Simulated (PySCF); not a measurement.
SrF, SMILES [F][Sr+], charge +1. Atoms are numbered in the order given.

```xyz
2

Sr     0.0000     0.0000    -0.3870
F      0.0000     0.0000     1.6340
```
Charge +1, spin multiplicity 1.

Geometry: B3LYP-D3(BJ)/def2-TZVPD. The spin state was assumed, not searched. The def2 effective core potentials stand for the cores of Sr; spin–orbit coupling is left out.

Calculation: M06-2X/def2-TZVPD run with PySCF.

Mulliken values depend strongly on the basis, most of all with diffuse functions as here. ESP charges are fitted to the potential on shells at 1.4 to 2.0 van der Waals radii. Atomic charges (e):

```tsv
atom	Mulliken	ESP fit
Sr1	1.82	1.60
F2	-0.82	-0.60
```
